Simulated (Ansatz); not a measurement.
Geometry optimisation, RKS PBE0-D4/6-31G* in Ansatz 0.2.0.

The input (input.yaml):

```yaml
crystal:
  periodic: [false, false, false]
  atoms:
    - { symbol: C, position_ang: [-0.0096, -1.7306, -0.0496] }
    - { symbol: C, position_ang: [0.583, -0.3166, 0.1186] }
    - { symbol: Al, position_ang: [1.9054, 0.0302, -1.3339] }
    - { symbol: Si, position_ang: [-0.6382, 1.0522, 0.0832] }
    - { symbol: "N", position_ang: [-1.9685, 0.6893, 1.2938] }
    - { symbol: Cl, position_ang: [0.1705, 2.9104, 0.5092] }
    - { symbol: H, position_ang: [-0.5685, -1.7428, -1.0286] }
    - { symbol: H, position_ang: [-0.7399, -1.8644, 0.7545] }
    - { symbol: H, position_ang: [0.7232, -2.4618, 0.0109] }
    - { symbol: H, position_ang: [1.1102, -0.2793, 1.1228] }
    - { symbol: H, position_ang: [3.1664, -0.9624, -1.4783] }
    - { symbol: H, position_ang: [1.7902, 1.2961, -2.2706] }
    - { symbol: H, position_ang: [-1.3836, 1.1165, -1.2605] }
    - { symbol: H, position_ang: [-2.6627, 1.512, 1.3111] }
    - { symbol: H, position_ang: [-1.4997, 0.7005, 2.2468] }
basis:
  gaussian: { orbitals: "6-31G*" }
hamiltonian:
  xc: pbe0
  dispersion: d4
relax:
  f_tol: 0.015
  max_steps: 40
```

Command:

```bash
$ ansatz run input.yaml --threads 2 --pin off --max-ram 3072MiB --backend cpu --events-out ev --progress --plain --runs-dir out
```

Task: Where does it end, and by what steps?

Result: The forces met the threshold. After 24 steps the energy has fallen by 0.866 eV; H11 moved furthest, 1.95 Å. Joined: Al3–Cl6.

```json
{"step": "0", "energy less start (eV)": "0.0000", "largest force component (eV/Å)": "2.754", "accepted": "yes"}
{"step": "1", "energy less start (eV)": "-0.4060", "largest force component (eV/Å)": "1.223", "accepted": "yes"}
{"step": "2", "energy less start (eV)": "-0.5139", "largest force component (eV/Å)": "0.446", "accepted": "yes"}
{"step": "3", "energy less start (eV)": "-0.4311", "largest force component (eV/Å)": "1.043", "accepted": "no"}
{"step": "4", "energy less start (eV)": "-0.5565", "largest force component (eV/Å)": "0.316", "accepted": "yes"}
{"step": "5", "energy less start (eV)": "-0.5684", "largest force component (eV/Å)": "0.095", "accepted": "yes"}
{"step": "6", "energy less start (eV)": "-0.5787", "largest force component (eV/Å)": "0.086", "accepted": "yes"}
{"step": "7", "energy less start (eV)": "-0.5879", "largest force component (eV/Å)": "0.202", "accepted": "yes"}
{"step": "8", "energy less start (eV)": "-0.5994", "largest force component (eV/Å)": "0.341", "accepted": "yes"}
{"step": "9", "energy less start (eV)": "-0.6226", "largest force component (eV/Å)": "0.428", "accepted": "yes"}
{"step": "10", "energy less start (eV)": "-0.6557", "largest force component (eV/Å)": "0.336", "accepted": "yes"}
{"step": "11", "energy less start (eV)": "-0.7082", "largest force component (eV/Å)": "0.237", "accepted": "yes"}
{"step": "12", "energy less start (eV)": "-0.7656", "largest force component (eV/Å)": "0.270", "accepted": "yes"}
{"step": "13", "energy less start (eV)": "-0.8177", "largest force component (eV/Å)": "0.295", "accepted": "yes"}
{"step": "14", "energy less start (eV)": "-0.7046", "largest force component (eV/Å)": "1.481", "accepted": "no"}
{"step": "15", "energy less start (eV)": "-0.8425", "largest force component (eV/Å)": "0.187", "accepted": "yes"}
{"step": "16", "energy less start (eV)": "-0.8486", "largest force component (eV/Å)": "0.261", "accepted": "yes"}
{"step": "17", "energy less start (eV)": "-0.8574", "largest force component (eV/Å)": "0.131", "accepted": "yes"}
{"step": "18", "energy less start (eV)": "-0.8609", "largest force component (eV/Å)": "0.065", "accepted": "yes"}
{"step": "19", "energy less start (eV)": "-0.8634", "largest force component (eV/Å)": "0.107", "accepted": "yes"}
{"step": "20", "energy less start (eV)": "-0.8644", "largest force component (eV/Å)": "0.121", "accepted": "yes"}
{"step": "21", "energy less start (eV)": "-0.8501", "largest force component (eV/Å)": "0.326", "accepted": "no"}
{"step": "22", "energy less start (eV)": "-0.8657", "largest force component (eV/Å)": "0.052", "accepted": "yes"}
{"step": "23", "energy less start (eV)": "-0.8660", "largest force component (eV/Å)": "0.026", "accepted": "yes"}
{"step": "24", "energy less start (eV)": "-0.8661", "largest force component (eV/Å)": "0.014", "accepted": "yes"}
```

```xyz
15
Properties=species:S:1:pos:R:3
C -0.127 -1.870 -0.373
C 0.424 -0.525 0.123
Al 1.858 0.378 -0.968
Si -0.789 0.852 0.149
N -1.656 1.175 1.579
Cl 0.630 2.470 -0.329
H -0.543 -1.781 -1.383
H -0.916 -2.276 0.273
H 0.665 -2.626 -0.423
H 0.847 -0.623 1.135
H 3.296 0.585 -0.305
H 1.665 0.343 -2.553
H -1.734 0.947 -0.987
H -2.412 1.847 1.604
H -1.230 1.053 2.488
```

Whether the end is a true minimum wasn't checked by a vibrational analysis.

Time of the run: 2.6 min on 2 threads of Arm Neoverse V1, on a shared host, peak memory 0.33 GiB.
